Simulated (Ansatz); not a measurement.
Geometry optimisation, Ansatz 0.2.0, RKS B3LYP-D4/def2-SVP.

Input file:

```yaml
crystal:
  periodic: [false, false, false]
  atoms:
    - { symbol: S, position_ang: [-0.5434, -1.1505, 0.5933] }
    - { symbol: Ge, position_ang: [-0.5614, 0.5903, -0.8496] }
    - { symbol: H, position_ang: [-1.11568, -0.05777, -2.11991] }
    - { symbol: H, position_ang: [0.3863, 1.7484, -0.2725] }
basis:
  gaussian: { orbitals: def2-SVP }
hamiltonian:
  xc: b3lyp
  dispersion: d4
relax:
  f_tol: 0.02
  max_steps: 50
```

Command:

```bash
$ ansatz run input.yaml --threads 1 --pin off --max-ram 2048MiB --backend cpu --events-out ev --progress --plain --runs-dir out
```

Q: Where does it end, and by what steps?

A: It converged. After 4 steps the energy has fallen by 1.057 eV; Ge2 moved furthest, 0.31 Å.

| step | energy less start (eV) | largest force component (eV/Å) | accepted |
| --- | --- | --- | --- |
| 0 | 0.0000 | 3.502 | yes |
| 1 | -0.8785 | 0.751 | yes |
| 2 | -1.0375 | 0.498 | yes |
| 3 | -1.0567 | 0.048 | yes |
| 4 | -1.0569 | 0.003 | yes |

```xyz
4
Properties=species:S:1:pos:R:3
S -0.561 -1.143 0.688
Ge -0.455 0.335 -0.712
H -1.047 0.234 -2.137
H 0.229 1.704 -0.488
```

The run took 5.3 s on 1 thread of Intel(R) Xeon(R) 6975P-C (Granite Rapids), on a shared host, peak memory 0.13 GiB.
